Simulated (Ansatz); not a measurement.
The cluster Sr₃⁻, relaxed as a quartet with UKS r2SCAN/def2-TZVPD in Ansatz, starting from the r2SCAN/def2-TZVPD geometry of the charge -1 doublet. Force threshold 0.02 eV/Å.

In the def2 sets Sr takes a core potential; there is no spin–orbit coupling. The charge -1 quartet is spin-contaminated (final ⟨S²⟩ up to 3.99, 3.75 for a pure state). The highest occupied level of the charge -1 quartet lies above zero (up to 0.44 eV). It is a level of α spin, whose loss leaves a triplet; that state wasn't run at this geometry and level. The electron is either unbound and held by the finite basis, or the level is raised by self-interaction error. At r2SCAN/def2-TZVPD a doublet of charge -1 lies 0.63 eV below the quartet, each at its own geometry. That doublet is doubtful there (⟨S²⟩ 1.23, where a pure state has 0.75). The structure comes from a short search, and lower isomers may exist.

Start:

```xyz
3

Sr   -1.302   -1.710   -0.955
Sr    2.203    0.374   -0.778
Sr   -0.901    1.336    1.734
```

| step | energy (eV) | largest force component (eV/Å) | SCF passes |
| --- | --- | --- | --- |
| 1 | -2506.5079 | 0.164 | 148 |
| 2 | -2506.5149 | 0.131 | 85 |
| 3 | -2506.5326 | 0.055 | 239 |
| 4 | -2506.5327 | 0.068 | 156 |
| 5 | -2506.5358 | 0.020 | 162 |
| 6 | -2506.5364 | 0.012 | 158 |
| 7 | -2506.5374 | 0.007 | 94 |

Force components are those of the run's own axes.

End:

```xyz
3

Sr   -1.2059   -1.5753   -0.8770
Sr    2.1904    0.2993   -0.8430
Sr   -0.9845    1.2760    1.7200
```

By distances, no bond broke or formed. The bond that changes most is Sr1–Sr3, from 4.08 to 3.86 Å (atoms count from 1).

The force fell under the threshold at step 5, but the optimiser went on. No frequencies were taken in this run, so the end may be a saddle point.

Run time 1.9 min (4 threads of Arm Neoverse V2 on a shared host).
